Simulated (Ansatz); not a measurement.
System (SMILES): [N]=C=O, doublet.
Atoms: N1, C2, O3. Bonds: N1-C2, C2-O3.

Basis-set convergence of the optimised N1-C2 bond length at B3LYP with Ansatz (a quantum-chemistry and plane-wave program). All functions are spherical. The program fits the integrals of some runs and decomposes those of others, by size. Open shells are unrestricted. No added dispersion term, no relativity. Reference: the value in def2-QZVPPD, 1.2210 Å, itself unsure by roughly 0.0001 Å (its mean distance from pcseg-3, def2-QZVPP, cc-pVQZ). Deviations are taken from unrounded values.

```json
[
 {"basis": "cc-pVDZ", "functions": "42", "optimised N1-C2 bond length (Å)": "1.2311", "minus reference (Å)": "0.0101"},
 {"basis": "aug-cc-pVDZ", "functions": "69", "optimised N1-C2 bond length (Å)": "1.2315", "minus reference (Å)": "0.0104"},
 {"basis": "cc-pVTZ", "functions": "90", "optimised N1-C2 bond length (Å)": "1.2215", "minus reference (Å)": "0.0005"},
 {"basis": "jun-cc-pV(T+d)Z", "functions": "117", "optimised N1-C2 bond length (Å)": "1.2218", "minus reference (Å)": "0.0008"},
 {"basis": "aug-cc-pVTZ", "functions": "138", "optimised N1-C2 bond length (Å)": "1.2217", "minus reference (Å)": "0.0007"},
 {"basis": "cc-pVQZ", "functions": "165", "optimised N1-C2 bond length (Å)": "1.2209", "minus reference (Å)": "-0.0001"}
]
```

The smallest set listed that lies within 0.005 Å of the reference with all its larger relatives (same family, alike in diffuse functions; a set with none counts only in the reference's own line) is cc-pVTZ (90 functions, 0.0005 Å off).
